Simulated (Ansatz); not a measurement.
`C[SiH](F)[SiH2]Cl` + `N[SiH](O)O` → `C[SiH](F)[SiH2]O` + `N[SiH](O)Cl`  (redistribution)

Gas-phase electronic energies from Ansatz, PBE0-D4/def2-TZVP geometries. CCSD(T)/CBS is the MP2 limit (def2-TZVPP, def2-QZVPP) plus CCSD(T) − MP2 in def2-TZVPP, frozen cores. This one scheme is used for every species. Functionals use def2-TZVPP. Each species was taken in one conformer, which may not be the lowest.

```json
{"level": "revPBE-D4", "ΔE (eV)": "0.16"}
{"level": "revPBE", "ΔE (eV)": "0.15"}
```

Q: What does CCSD(T)/CBS give? (Estimate.)

A: The calculation gave: +0.20 eV. The listed levels differ from it by -0.04, -0.05 eV.

Largest T1 diagnostic among the species: 0.012.

Leaving LDA and LC-ωPBE aside and taking each functional with its dispersion term where it has one, the values, not all of them listed here, spread over 0.02 eV, from BLYP-D4 to PBE-QIDH.
